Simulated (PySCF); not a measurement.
Broadened absorption spectrum of SbH2(NMe2)

SbH2(NMe2), C2H8NSb.
Cartesian coordinates in Å at the PBE0-D3(BJ)/def2-SVP level; atoms count from 1:
```
atom  x, y, z in Å
Sb1    0.798    1.512    1.216
H2     2.274    1.259    0.336
H3     0.366    2.764    0.120
N4    -0.362    0.122    0.241
C5    -0.265    0.040   -1.192
C6    -0.475   -1.164    0.882
H7     0.671   -0.439   -1.556
H8    -0.322    1.042   -1.645
H9    -1.110   -0.552   -1.592
H10   -0.588   -1.051    1.972
H11   -1.376   -1.691    0.515
H12    0.388   -1.843    0.702
```

Level of theory: TDDFT B3LYP/def2-SVPD, vertical, gas phase, core orbitals frozen in the response, def2 core potentials past Kr (PySCF). Spin–orbit coupling is left out.

Computed states:

```csv
state,E (eV),f
S1,4.10,0.013
S2,5.00,0.0058
S3,5.25,0.021
S4,5.57,0.108
S5,6.13,0.015
S6,6.31,0.129
S7,6.48,0.109
S8,6.52,0.0041
S9,6.93,0.0092
S10,7.28,0.043
```

Broadening: Gaussians 0.3 eV wide at half height, area fixed by f = 4.319×10⁻⁹ ∫ε dν̃. The width is an assumption, not a result. The curve ends short of the highest state used, and states not computed would add to its high-energy end.

Task: Give the broadened spectrum and its maxima.

Result: 
| λ (nm) | ε (L mol⁻¹ cm⁻¹) |
| --- | --- |
| 185.5 | 3172 |
| 189.1 | 10402 |
| 192.7 | 16945 |
| 196.3 | 16410 |
| 199.9 | 9938 |
| 203.5 | 3910 |
| 207.1 | 1169 |
| 210.7 | 729 |
| 214.2 | 2369 |
| 217.8 | 6267 |
| 221.4 | 9557 |
| 225.0 | 8870 |
| 228.6 | 5670 |
| 232.2 | 3345 |
| 235.8 | 2443 |
| 239.4 | 1906 |
| 243.0 | 1349 |
| 246.6 | 917 |
| 250.2 | 623 |
| 253.8 | 385 |
| 257.4 | 198 |
| 260.9 | 84 |
| 264.5 | 28 |
| 268.1 | 8 |
| 271.7 | 3 |
| 275.3 | 7 |
| 278.9 | 28 |
| 282.5 | 85 |
| 286.1 | 209 |
| 289.7 | 419 |
| 293.3 | 695 |
| 296.9 | 967 |
| 300.5 | 1142 |
| 304.0 | 1160 |
| 307.6 | 1024 |
| 311.2 | 791 |
| 314.8 | 541 |
| 318.4 | 329 |
| 322.0 | 180 |
| 325.6 | 89 |
| 329.2 | 40 |
| 332.8 | 17 |
| 336.4 | 6 |
| 340.0 | 2 |

Maxima: 303 nm (4.10 eV), ε about 1200, made up of S1 (100%); 223 nm (5.57 eV), ε about 9800, made up of S4 (99%); 194 nm (6.38 eV), ε about 18000, made up of S6 (56%) and S7 (42%) (ε in L mol⁻¹ cm⁻¹; maxima over ε = 5, shares over 10%).

Task: Coming from long wavelengths, where does ε first pass 100 L mol⁻¹ cm⁻¹?

Result: At about 325 nm (3.82 eV), 0.28 eV below S1.

Task: On this curve, what absorbance would a 10⁻⁵ mol/L sample give at 222 nm over a 1 cm path?

Result: 222 nm is 5.585 eV, where ε is about 9700 L mol⁻¹ cm⁻¹, so A = ε c l ≈ 0.097 (Beer–Lambert, with the gas-phase spectrum and the assumed width).

Task: What would ε be at 6.38 eV, the highest of these maxima, with half the width (0.15 eV)?

Result: About 19300 L mol⁻¹ cm⁻¹ against 17700, a factor of about 1.1; a lone state at its own centre would give exactly 2.

All these states lie below the vertical ionisation energy of 8.08 eV (ΔSCF).

On one thread, Arm Neoverse V1, no GPU (shared host), this took 43 s wall.

One conformer stands for the species.
